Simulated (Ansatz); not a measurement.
Input file for `FC(Cl)(I)I`:

```yaml
crystal:
  periodic: [false, false, false]
  atoms:
    - {symbol: F, position_ang: [1.205202, -0.732916, -0.405763]}
    - {symbol: C, position_ang: [0.102169, -0.109850, 0.020002]}
    - {symbol: Cl, position_ang: [-0.353774, -0.780924, 1.574482]}
    - {symbol: I, position_ang: [-1.454342, -0.440188, -1.433762]}
    - {symbol: I, position_ang: [0.550544, 1.990278, 0.203541]}
basis:
  gaussian: {orbitals: def2-TZVPP}
correlation: {method: ccsd_t}
output: {orbitals: {seedname: orbitals}}
```

```sh
$ ansatz run in.yaml --threads 4 --pin off --events-out ev --progress --plain --max-ram 10444MiB
```

The program prints (abridged):

```
Functional definition: HF
1629 factors; integrals over basis functions are off by at most 9.4e-4 eV
mean field evaluation 1: about -32381.7814 eV, gradient 3.8e1 eV
mean field evaluation 2: about -32381.9513 eV, gradient 3.8e1 eV
mean field evaluation 4: about -32385.5383 eV, gradient 4.6e0 eV
mean field evaluation 8: about -32385.6267 eV, gradient 4.6e-1 eV
mean field -32385.62809215 eV, -1190.1498806192 hartree, gradient 5.5e-6 eV, S^2 0.000000; 0 other end points of the search recorded, 0 dependent functions left out
15 core orbitals not correlated: weight in the atoms' cores, before any rotation towards them, 1.000 or more for the frozen orbitals, at most 0.000 for the correlated occupied ones
reference -32385.62809215 eV, -1190.1498806192 hartree; 26, 26 occupied and 163, 163 virtual orbitals, 1629 factors
second order -43.62448693 eV of doubles, -0.00000000 eV of singles
cycle   1  -41.06010876 eV  change     2.6e0 eV  update   1.4e-1
cycle   2  -42.10523527 eV  change    -1.0e0 eV  update   4.4e-2
cycle   3  -42.29001328 eV  change   -1.8e-1 eV  update   1.8e-2
cycle   4  -42.25152674 eV  change    3.8e-2 eV  update   4.6e-3
cycle   5  -42.24703427 eV  change    4.5e-3 eV  update   2.2e-3
cycle   6  -42.24967186 eV  change   -2.6e-3 eV  update   7.7e-4
cycle   7  -42.24961429 eV  change    5.8e-5 eV  update   3.6e-4
cycle   8  -42.24911806 eV  change    5.0e-4 eV  update   1.2e-4
cycle   9  -42.24915752 eV  change   -3.9e-5 eV  update   5.6e-5
cycle  10  -42.24920393 eV  change   -4.6e-5 eV  update   2.3e-5
perturbative correction -1.34036258 eV, -0.0492574162 hartree
Total energy: -32429.21765865 eV, -1191.7517676422 hartree
```

Hardware: 4 threads of an Arm Neoverse V2 on a shared host. Wall time 2.5 min, peak host memory 3.5 GiB.

The correlation energy is -43.590 eV, 3.1 % of it from (T); the T1 diagnostic reads 0.0102.
